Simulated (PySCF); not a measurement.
C2HO2 (SMILES O=[C-]C=O), charge -1, singlet, at a GFN2-xTB geometry (in this run its highest filled SCF level lies above zero, so its values depend strongly on the basis, on diffuse functions most of all); DF-BHANDHLYP/6-31G** in PySCF.

The PySCF input:
```python
from pyscf import gto, scf, dft

mol = gto.M(
    atom='''
C     0.31713830    0.54782505   -0.19540831
C    -0.03599745   -0.70869134    0.06198081
O     0.81236598    1.62949696    0.08359265
O    -1.13968581   -1.34581562    0.02327185
H     0.93171368   -1.30425298   -0.05435090
''',
    basis='6-31g**',
    charge=-1,
    verbose=4,
)

mf = dft.RKS(mol)
mf.xc = 'bhandhlyp'
mf = mf.density_fit(auxbasis='def2-universal-jkfit')
mf.kernel()
```

Q: Write the output that PySCF gives for this input, abridged.

A: 
```
PySCF version 2.14.0

[INPUT] verbose = 4
[INPUT] num. atoms = 5
[INPUT] num. electrons = 30
[INPUT] charge = -1
[INPUT] spin (= nelec alpha-beta = 2S) = 0
[INPUT] symmetry False subgroup None
[INPUT] Mole.unit = angstrom
[INPUT] Symbol           X                Y                Z      unit          X                Y                Z       unit  Magmom
[INPUT]  1 C      0.317138300000   0.547825050000  -0.195408310000 AA    0.599304530610   1.035239308676  -0.369268188364 Bohr   0.0
[INPUT]  2 C     -0.035997450000  -0.708691340000   0.061980810000 AA   -0.068025321683  -1.339232539451   0.117126755879 Bohr   0.0
[INPUT]  3 O      0.812365980000   1.629496960000   0.083592650000 AA    1.535149215114   3.079302975211   0.157967214527 Bohr   0.0
[INPUT]  4 O     -1.139685810000  -1.345815620000   0.023271850000 AA   -2.153694048953  -2.543222935962   0.043977422912 Bohr   0.0
[INPUT]  5 H      0.931713680000  -1.304252980000  -0.054350900000 AA    1.760683681711  -2.464680929348  -0.102708315624 Bohr   0.0

nuclear repulsion = 93.2289839200228
number of shells = 27
number of NR pGTOs = 115
number of NR cGTOs = 61
basis = 6-31g**
ecp = {}

******** <class 'pyscf.df.df_jk.DFRKS'> ********
method = DFRKS
initial guess = minao
damping factor = 0
level_shift factor = 0
DIIS = <class 'pyscf.scf.diis.CDIIS'>
diis_start_cycle = 1
diis_space = 8
diis_damp = 0
SCF conv_tol = 1e-09
SCF conv_tol_grad = None
SCF max_cycles = 50
direct_scf = False
XC library pyscf.dft.libxc version 7.1.2
    S. Lehtola, C. Steigemann, M. J. T. Oliveira, and M. A. L. Marques,  SoftwareX 7, 1–5 (2018)
XC functionals = bhandhlyp
    A. D. Becke,  J. Chem. Phys. 98, 1372 (1993)
    Defined through Gaussian implementation.
radial grids:
    Treutler-Ahlrichs [JCP 102, 346 (1995); DOI:10.1063/1.469408] (M4) radial grids

becke partition: Becke, JCP 88, 2547 (1988); DOI:10.1063/1.454033
pruning grids: <function nwchem_prune>
grids dens level: 3
symmetrized grids: False
atomic radii adjust function: <function treutler_atomic_radii_adjust>
small_rho_cutoff = 0
Set gradient conv threshold to 3.16228e-05
Initial guess from minao.
tot grids = 66208
******** <class 'pyscf.df.df.DF'> ********
auxbasis = def2-universal-jkfit
init E= -227.565506197738
  HOMO = -0.210665421767414  LUMO = -0.0775027285233221  gap/eV = 3.62354
cycle= 1 E= -226.844053405644  delta_E= 0.721  |g|= 1.03  |ddm|= 2.54
  HOMO = 0.131643477035769  LUMO = 0.222111183417531  gap/eV = 2.46175
cycle= 2 E= -226.480677015124  delta_E= 0.363  |g|=  1.7  |ddm|= 2.87
  HOMO = 0.0393403895422249  LUMO = 0.263626342017568  gap/eV = 6.10313
cycle= 3 E= -227.054328048498  delta_E= -0.574  |g|= 0.133  |ddm|= 1.98
  HOMO = 0.0171498415892217  LUMO = 0.237532506773671  gap/eV = 5.99692
cycle= 4 E= -227.056987237933  delta_E= -0.00266  |g|= 0.0906  |ddm|= 0.208
  HOMO = 0.0157149214488062  LUMO = 0.244915999917835  gap/eV = 6.23688
cycle= 5 E= -227.058549756867  delta_E= -0.00156  |g|= 0.0249  |ddm|= 0.0916
  HOMO = 0.0188706456955332  LUMO = 0.248049029766217  gap/eV = 6.23626
cycle= 6 E= -227.058704860489  delta_E= -0.000155  |g|= 0.00506  |ddm|= 0.0292
  HOMO = 0.0184847985372216  LUMO = 0.248357783104565  gap/eV = 6.25516
cycle= 7 E= -227.058717337007  delta_E= -1.25e-05  |g|= 0.00173  |ddm|= 0.0105
  HOMO = 0.0183229016694093  LUMO = 0.248168611103943  gap/eV = 6.25442
cycle= 8 E= -227.058719869797  delta_E= -2.53e-06  |g|= 0.00111  |ddm|= 0.00508
  HOMO = 0.0183637248106656  LUMO = 0.248304760220163  gap/eV = 6.25701
cycle= 9 E= -227.058721098949  delta_E= -1.23e-06  |g|= 0.000365  |ddm|= 0.00398
  HOMO = 0.0183585444733847  LUMO = 0.248313900444491  gap/eV = 6.25740
cycle= 10 E= -227.058721536545  delta_E= -4.38e-07  |g|= 0.000166  |ddm|= 0.00304
  HOMO = 0.0183532852988599  LUMO = 0.248315492977611  gap/eV = 6.25759
cycle= 11 E= -227.058721643591  delta_E= -1.07e-07  |g|= 5.53e-05  |ddm|= 0.00196
  HOMO = 0.0183533847250534  LUMO = 0.248306529978529  gap/eV = 6.25734
cycle= 12 E= -227.058721648151  delta_E= -4.56e-09  |g|= 3.67e-05  |ddm|= 0.000331
  HOMO = 0.018350643901452  LUMO = 0.248308110867224  gap/eV = 6.25746
cycle= 13 E= -227.058721649174  delta_E= -1.02e-09  |g|= 1.16e-05  |ddm|= 0.000201
  HOMO = 0.018351651691928  LUMO = 0.248308500152902  gap/eV = 6.25744
cycle= 14 E= -227.058721649213  delta_E= -3.88e-11  |g|= 2.22e-06  |ddm|= 2.42e-05
  HOMO = 0.018351206883906  LUMO = 0.248307968390614  gap/eV = 6.25744
Extra cycle  E= -227.058721649214  delta_E= -1.25e-12  |g|= 1.85e-06  |ddm|= 6.13e-06
converged SCF energy = -227.058721649214
```
